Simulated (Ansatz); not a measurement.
Geometry optimisation, Ansatz, UKS PBE-D4/def2-SVP.

Input file:

```yaml
crystal:
  periodic: [false, false, false]
  atoms:
    - { symbol: Sn, position_ang: [-0.036421, -0.087085, 0.175949] }
    - { symbol: H, position_ang: [0.063431, 0.037231, 1.908336] }
    - { symbol: O, position_ang: [1.698359, 0.080159, -0.806968] }
    - { symbol: H, position_ang: [1.868672, -0.791148, -1.221112] }
    - { symbol: O, position_ang: [-1.206125, 1.441831, -0.37319] }
    - { symbol: H, position_ang: [-1.21774, 1.505655, -1.350954] }
    - { symbol: O, position_ang: [-0.704725, -1.829227, -0.572641] }
    - { symbol: H, position_ang: [-1.481253, -2.131426, -0.059845] }
    - { symbol: H, position_ang: [-0.076499, 0.125511, 3.757624] }
magnetization:
  spin_polarized: true
  initial_magnetization: 1
basis:
  gaussian: { orbitals: def2-SVP }
hamiltonian:
  xc: pbe
  dispersion: d4
relax:
  f_tol: 0.03
  max_steps: 50
output:
  orbitals: {}
```

Launched with:

```bash
$ ansatz run input.yaml --threads 4 --pin off --max-ram 5120MiB --backend cpu --events-out ev --progress --plain --runs-dir out
```

Task: Where does it end, and by what steps?

Result: The run converged. The force dipped under the threshold on the way, but the program's further checks kept it going. After 26 steps the energy has fallen by 1.581 eV; H2 moved furthest, 1.18 Å. Parted: Sn1–H2 (1.74 → 3.11 Å). Joined: H2–H9 (1.86 → 0.77 Å).

| step | energy less start (eV) | largest force component (eV/Å) | accepted |
| --- | --- | --- | --- |
| 0 | 0.0000 | 0.118 | yes |
| 1 | -0.0067 | 0.123 | yes |
| 2 | -0.0561 | 0.556 | yes |
| 3 | -0.2542 | 1.524 | yes |
| 4 | -0.8446 | 2.657 | yes |
| 5 | -0.7411 | 7.234 | no |
| 6 | -1.1325 | 1.465 | yes |
| 7 | -1.2701 | 0.452 | yes |
| 8 | -1.4039 | 0.515 | yes |
| 9 | -1.4910 | 0.339 | yes |
| 10 | -1.4848 | 1.539 | no |
| 11 | -1.5298 | 0.468 | yes |
| 12 | -1.5538 | 0.238 | yes |
| 13 | -1.5744 | 0.084 | yes |
| 14 | -1.5749 | 0.048 | yes |
| 15 | -1.5765 | 0.074 | yes |
| 16 | -1.5781 | 0.017 | yes |
| 17 | -1.5776 | 0.227 | no |
| 18 | -1.5787 | 0.019 | yes |
| 19 | -1.5786 | 0.214 | no |
| 20 | -1.5793 | 0.037 | yes |
| 21 | -1.5796 | 0.099 | yes |
| 22 | -1.5798 | 0.091 | yes |
| 23 | -1.5804 | 0.067 | yes |
| 24 | -1.5808 | 0.124 | yes |
| 25 | -1.5810 | 0.075 | yes |
| 26 | -1.5812 | 0.010 | yes |

```xyz
9
Properties=species:S:1:pos:R:3
Sn -0.080 -0.190 -0.003
H 0.096 0.183 3.083
O 1.610 0.105 -1.102
H 2.037 -0.764 -1.248
O -1.470 1.045 -0.833
H -1.008 1.825 -1.205
O -0.702 -2.066 -0.492
H -1.677 -2.051 -0.591
H 0.101 0.265 3.849
```

Whether the end is a true minimum wasn't checked by a vibrational analysis.

Time of the run: 36 s on 4 threads of Arm Neoverse V1, with other jobs on the host, peak memory 0.17 GiB.
